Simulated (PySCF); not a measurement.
These are CAM-B3LYP-D3(BJ)/def2-TZVP (PySCF) values and carry that method's errors. Gas-phase values, no solvent. One relaxed conformer stands for a flexible species; it need not be the lowest. Delta-SCF ions had no search for a lower state. Excitations are Tamm–Dancoff values on a coarser integration grid. The basis has no diffuse functions, so Rydberg states are missing or too high.

Reference species (SMILES): `SB` (H–B–S–H torsion 0°) (neutral, multiplicity 1).

```
Item                                      Result
--------------------------------------  --------
vertical ionisation energy (Delta-SCF)  10.98 eV
T1 excitation (TDA)                      4.82 eV
```

Changed species: `SBS` (H–S–B–S torsion 0°, S–B–S–H torsion 0°) (1 of 3 SH replaced by H; the reference has 2 of 3 SH replaced by H).

Q: Predict the effect on the vertical ionisation energy (Delta-SCF) and T1 excitation (TDA).

A: the vertical ionisation energy (Delta-SCF) decreases by 1.09 eV, to 9.89 eV; the T1 excitation (TDA) drops by 0.05 eV, to 4.77 eV.
